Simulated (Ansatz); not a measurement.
```yaml
crystal:
  periodic: [false, false, false]
  atoms:
    - {symbol: C, position_ang: [-0.835671, 1.942845, 0.505251]}
    - {symbol: Si, position_ang: [-0.551815, 0.253320, -0.287450]}
    - {symbol: S, position_ang: [1.544253, -0.246533, -0.195652]}
    - {symbol: Si, position_ang: [1.432615, -2.305995, -0.581949]}
    - {symbol: H, position_ang: [-0.461722, 1.893275, 1.528365]}
    - {symbol: H, position_ang: [-1.864207, 2.193114, 0.452734]}
    - {symbol: H, position_ang: [-0.224409, 2.676855, -0.018640]}
    - {symbol: H, position_ang: [-1.030351, 0.256660, -1.706145]}
    - {symbol: H, position_ang: [-1.261367, -0.848694, 0.385095]}
    - {symbol: H, position_ang: [2.811673, -2.832375, -0.583170]}
    - {symbol: H, position_ang: [0.602928, -3.008799, 0.508829]}
basis:
  gaussian: {orbitals: cc-pVDZ}
magnetization: {spin_polarized: true, initial_magnetization: 1}
hamiltonian: {xc: {name: rPW86-PBE}, dispersion: d3bj}
kpoints: {mp_grid: {grid: [2, 2, 2]}}
output: {forces: true}
```

```sh
$ ansatz run in.yaml --threads 2 --pin off --events-out ev --progress --plain --max-ram 32768MiB --backend cpu
```

Output, abridged:

```
Error: invalid value for `basis.gaussian`: such a run doesn't read kpoints; remove what it names
```

In this input the input holds a key that doesn't belong there. The program refused the input.
